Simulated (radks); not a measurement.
Mg IV, 9 electrons, occupied as [He] 2s2 2p5.

Method: Dirac Kohn-Sham, SOGGA, spin-unpolarised, spherical densities, finite nucleus; open shells fill j = l - 1/2 first; Fermi nuclear charge, rms radius 3.057 fm; computed with a radial shooting solver on a logarithmic mesh with Libxc functionals.

Energy parts (eV):
| part | energy |
|---|---|
| total | -5332.347 |
| kinetic | 5342.131 |
| electron-nucleus | -12368.370 |
| Hartree | 2088.120 |
| exchange-correlation | -394.228 |

Orbitals (lengths in bohr, moments of r in powers of bohr; r(max) is where P^2 peaks):
orbital  occ.  eigenvalue (eV)   r(max)  small-component weight
1s1/2       2        -1313.691  0.08518                1.79e-03
2s1/2       2        -128.5505   0.5383                2.48e-04
2p1/2       2         -96.0964   0.4635                2.29e-04
2p3/2       3         -95.7740   0.4649                2.28e-04

The highest occupied level is 2p3/2 at -95.774 eV. Summed over all electrons, <r^2> = 3.719 bohr^2, which gives a Langevin (diamagnetic) susceptibility term of -2.95 x 10^-6 cm^3/mol. The electron density at the nucleus is 1158 e/bohr^3. The density falls to 0.001 e/bohr^3 at r = 2.04 bohr. For comparison, the ionisation energy in NIST's Atomic Spectra Database is 109.27 eV (semi-empirical). In exact Kohn-Sham theory the highest level is minus the ionisation energy, but local and semilocal functionals leave it too shallow, through self-interaction and a potential that decays too fast; potentials with the right tail come closer.

Beside tabulated values, note that spin-unpolarised runs miss the spin-polarisation part of the exchange energy of open shells.
